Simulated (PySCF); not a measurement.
# Electric field gradients and quadrupole coupling constants

Compound: dibenzothiophene, C₁₂H₈S.
Cartesian coordinates in Å at the PBE0-D3(BJ)/def2-SVP level; atoms count from 1:
```
atom  x, y, z in Å
C1     3.358    0.020    0.077
C2     2.801    1.298   -0.082
C3     1.424    1.467   -0.116
C4     0.582    0.354    0.010
C5     1.160   -0.925    0.168
C6     2.545   -1.100    0.203
S7    -0.039   -2.191    0.305
C8    -1.338   -1.029    0.156
C9    -2.704   -1.318    0.177
C10   -3.606   -0.270    0.045
C11   -3.156    1.050   -0.108
C12   -1.797    1.333   -0.129
C13   -0.866    0.293    0.003
H14    4.444   -0.098    0.102
H15    3.457    2.165   -0.179
H16    0.994    2.464   -0.239
H17    2.980   -2.094    0.327
H18   -3.055   -2.345    0.297
H19   -4.678   -0.478    0.060
H20   -3.881    1.860   -0.212
H21   -1.451    2.362   -0.249
```

Field gradients from the PBE0/pcSseg-1 density (PySCF, non-relativistic), principal values in atomic units, ordered |Vxx| ≤ |Vyy| ≤ |Vzz|:

| atom | Vxx | Vyy | Vzz |
| --- | --- | --- | --- |
| S7 | 0.0354 | 2.1310 | -2.1664 |

Problem. Find the asymmetry η = (Vxx − Vyy)/Vzz and the couplings χ = eQV/h (234.96 MHz × Q in barn × V in au), with Q(33S) = −0.0678 b.

Solution. 
```
atom            environment  nucleus     η  χzz (MHz)  χxx (MHz)  χyy (MHz)
  S7  thiophene-type sulfur      33S  0.97      34.51      -0.56     -33.95
```

At S7 η is above 0.9: Vyy and Vzz are nearly equal in size and opposite in sign, so a small change could swap them and flip the sign of χzz. The tensor is traceless: Vxx + Vyy + Vzz = 0.

Problem. What is Vzz at S7 in SI units (1 au = 9.71736 × 10²¹ V/m²)?

Solution. -2.1664 au = -21.051 × 10²¹ V/m².

Problem. What couplings would deuterons (Q(2H) = 0.00286 b) have in place of the hydrogens, at this geometry?

Solution. 
```tsv
atom	bonded to	bond length (Å)	Vzz (au)	η	χzz (kHz)
H14	C1	1.093	0.3039	0.07	204
H15	C2	1.092	0.3049	0.07	205
H16	C3	1.093	0.3043	0.07	204
H17	C6	1.092	0.3036	0.08	204
H18	C9	1.092	0.3036	0.08	204
H19	C10	1.092	0.3042	0.07	204
H20	C11	1.092	0.3049	0.07	205
H21	C12	1.093	0.3042	0.07	204
```

Geometry: PBE0-D3(BJ)/def2-SVP; no solvent, vibrations or thermal averaging. These gradients aren't converged with respect to the basis.
